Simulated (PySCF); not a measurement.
cyclopentene (C5H8), SMILES C1C=CCC1.

Geometry: B3LYP-D3(BJ)/def2-SVP. The values are those of a single conformer.

Level of theory: HF/def2-TZVP (PySCF).

Isolated molecule, no solvent.

Task: Estimate the frontier levels, gap, dipole moment and polarisability. (The exact figures need the calculation; the answer reports its results.)

Result: 
```json
{
 "highest_occupied_level": "-9.22 eV",
 "lowest_empty_level": "3.85 eV",
 "orbital_gap": "13.07 eV",
 "dipole_moment": "0.21 D",
 "quadrupole, principal values (traceless, Buckingham form, about the centre of nuclear charge)": "-1.97, 0.40, 1.58 D·Å",
 "mean_static_polarisability": "55.3 bohr³ (8.19 Å³)",
 "polarisability_principal_values": "44.4, 55.2, 66.2 bohr³"
}
```
